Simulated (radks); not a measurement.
Problem. The mean radii <r> (bohr) of the occupied orbitals of an atom or ion are listed with their occupations. Method: non-relativistic Kohn-Sham, LB94 model potential, spin-polarised, spherical densities, point nucleus; computed with a radial shooting solver on a logarithmic mesh with Libxc functionals.

orbital  occ.      <r>
1s down     1  0.02368
1s up       1  0.02368
2s up       1   0.1008
2s down     1   0.1007
2p up       3  0.08541
2p down     3  0.08539
3s up       1   0.2588
3s down     1   0.2590
3p up       3   0.2484
3p down     3   0.2486
3d up       5   0.2201
3d down     5   0.2203
4s up       1   0.5518
4s down     1   0.5513
4p up       3   0.5561
4p down     3   0.5555
4d up       5   0.5600
4d down     1   0.5590

Name the element and its charge. Open shells, if any, are filled with parallel spins first.

Solution. Z = 64, gadolinium, charge +22: Gd22+ in [Kr] 4d6. The 1s radius gives Z: for a bare nucleus <r> = 1.5/Z, 0.02344 bohr for Z = 64, and screening makes it slightly larger (0.02368 here). The occupations add up to 42, and the charge is Z minus that.
